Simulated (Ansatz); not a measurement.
Z-matrix (Å, degrees):
```
C
Si 1 1.866
H 1 1.093 2 110.6
H 1 1.092 2 111.0 3 120.5
H 1 1.094 2 110.9 3 -119.3
N 2 1.722 1 111.7 3 180.0
H 2 1.495 1 107.8 3 55.6
H 2 1.489 1 111.1 3 -62.1
Ge 6 1.837 2 127.3 1 139.4
H 6 1.010 2 117.1 1 -56.5
H 9 1.539 6 108.1 2 -151.8
H 9 1.544 6 112.0 2 88.4
H 9 1.534 6 107.1 2 -31.9
```

Total charge 0; spin multiplicity 1.

Problem. List the B3LYP/def2-TZVPP orbital energies in eV (Ansatz 0.2.0). (Best estimate.)

Solution. The calculation gave: Occupied: -10850.29, -1798.77, -1354.65, -1205.55, -1205.55, -1205.54, -388.90, -276.24, -169.22, -143.25, -119.48, -119.46, -119.44, -98.59, -98.56, -98.55, -33.09, -33.04, -33.02, -32.96, -32.95, -22.65, -18.99, -15.23, -14.17, -11.76, -11.20, -11.09, -9.93, -9.77, -9.35, -8.93, -8.72, -6.91. Lowest empty: 0.04, 0.69, 0.99, 1.43, 1.62, 1.80, 2.08, 2.54.

B3LYP here is the variant with VWN-RPA as its local correlation; programs differ in this.
